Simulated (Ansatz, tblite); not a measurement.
Cost and result up the ladder for W₂S₄⁻ (6 atoms). The state is a doublet with charge -1. Geometry: PBE-D4/def2-SVPD.

Cartesian coordinates in Å:
```
W -0.023 1.109 0.497
W 0.648 -0.955 -0.386
S -2.188 1.413 0.735
S 0.945 1.022 -1.673
S -0.959 -2.371 -0.888
S 1.576 -0.218 1.715
```

Ansatz on 4 threads of Arm Neoverse V2 on a shared host; xTB runs through tblite on one thread. Times are rough, summed over both states, and most runs start from the orbitals of an earlier one. No level here is sound enough to serve as a yardstick. The other state is a quartet at its own geometry.

In the def2 sets W takes a core potential; there is no spin–orbit coupling. The xTB rows come from tblite. The structure comes from a short search, and lower isomers may exist.

Run but left out: HF/def2-TZVPD, BHLYP-D4/def2-TZVPD, MP2/def2-TZVPD (doublet: ⟨S²⟩ 1.23 to 2.56, where a pure state has 0.75).

xTB has no spin-polarisation term.

```
                           level  functions  wall time
                        GFN1-xTB         54    0.014 s
                        GFN2-xTB         54    0.027 s
               PBE-D4/def2-TZVPD        270       26 s
            r2SCAN-D4/def2-TZVPD        270       61 s
         CAM-B3LYP-D4/def2-TZVPD        270    1.7 min
PBE0-D4/def2-TZVPD (with forces)        270    2.6 min
```

Q: Estimate what each level gives for the quartet − doublet (eV).

A: 
```json
{"level": "GFN1-xTB", "quartet − doublet (eV)": "-0.08", "remarks": "–"}
{"level": "GFN2-xTB", "quartet − doublet (eV)": "0.21", "remarks": "–"}
{"level": "PBE-D4/def2-TZVPD", "quartet − doublet (eV)": "0.45", "remarks": "–"}
{"level": "r2SCAN-D4/def2-TZVPD", "quartet − doublet (eV)": "0.16", "remarks": "spin-contaminated (⟨S²⟩ 0.94) (doublet)"}
{"level": "CAM-B3LYP-D4/def2-TZVPD", "quartet − doublet (eV)": "0.13", "remarks": "spin-contaminated (⟨S²⟩ 1.03) (doublet)"}
{"level": "PBE0-D4/def2-TZVPD (with forces)", "quartet − doublet (eV)": "0.22", "remarks": "spin-contaminated (⟨S²⟩ 0.90) (doublet)"}
```
